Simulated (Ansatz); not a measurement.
The cluster Mg5H10, 15 atoms. Hardware: 4 threads of Arm Neoverse V1 on a shared host.

Correlated methods freeze 5 core orbitals; core or outer-core shells of Mg are correlated, in sets that lack core-valence functions.

Question: How many basis functions does each of these Ansatz runs have, and roughly what does it cost? PBE0-D4/def2-TZVP, charge 0 singlet, energy, from earlier orbitals; r2SCAN-D4/def2-SVP, charge 0 singlet, relaxation, 25 steps; HF/def2-TZVP, charge 0 singlet, energy, from earlier orbitals; CCSD(T)/def2-SVP, charge 0 singlet, energy, from earlier orbitals; r2SCAN-D4/def2-TZVP, charge 0 singlet, energy, from earlier orbitals; ωB97X-V/def2-TZVP, charge 0 singlet, energy, from earlier orbitals; PBE-D4/def2-TZVP, charge 0 singlet, energy and forces, from earlier orbitals; HF/STO-3G, charge 0 singlet, energy; PBE-D4/def2-SVP, charge 0 singlet, energy, from earlier orbitals; PBE0-D4/def2-SVP, charge 0 singlet, energy, from earlier orbitals; revPBE-D4/def2-TZVP, charge 0 singlet, energy, from earlier orbitals; MP2/def2-TZVP, charge 0 singlet, energy, from earlier orbitals.

Answer: Other jobs shared the machine, so times can vary by a factor of up to 3. A dash marks memory too small to be measured apart from the calling script's.

| run | functions | fitting or Cholesky vectors | wall time | peak host memory (GiB) |
| --- | --- | --- | --- | --- |
| HF/STO-3G, charge 0 singlet, energy | 55 | 540 | 0.2 s | – |
| PBE-D4/def2-SVP, charge 0 singlet, energy, from earlier orbitals | 140 | 1475 | 2.2 s | – |
| HF/def2-TZVP, charge 0 singlet, energy, from earlier orbitals | 220 | 2160 | 2.8 s | 0.81 |
| PBE0-D4/def2-SVP, charge 0 singlet, energy, from earlier orbitals | 140 | 1535 | 2.8 s | – |
| revPBE-D4/def2-TZVP, charge 0 singlet, energy, from earlier orbitals | 220 | 1880 | 3.1 s | – |
| PBE-D4/def2-TZVP, charge 0 singlet, energy and forces, from earlier orbitals | 220 | 1880 | 3.7 s | – |
| MP2/def2-TZVP, charge 0 singlet, energy, from earlier orbitals | 220 | 1883 | 3.9 s | 0.62 |
| PBE0-D4/def2-TZVP, charge 0 singlet, energy, from earlier orbitals | 220 | 1880 | 5.5 s | 0.81 |
| r2SCAN-D4/def2-TZVP, charge 0 singlet, energy, from earlier orbitals | 220 | 1880 | 7 s | – |
| ωB97X-V/def2-TZVP, charge 0 singlet, energy, from earlier orbitals | 220 | 1880 | 14 s | 1.1 |
| CCSD(T)/def2-SVP, charge 0 singlet, energy, from earlier orbitals | 140 | 1230 | 66 s | 1.5 |
| r2SCAN-D4/def2-SVP, charge 0 singlet, relaxation, 25 steps | 140 | 1475 | 76 s | – |
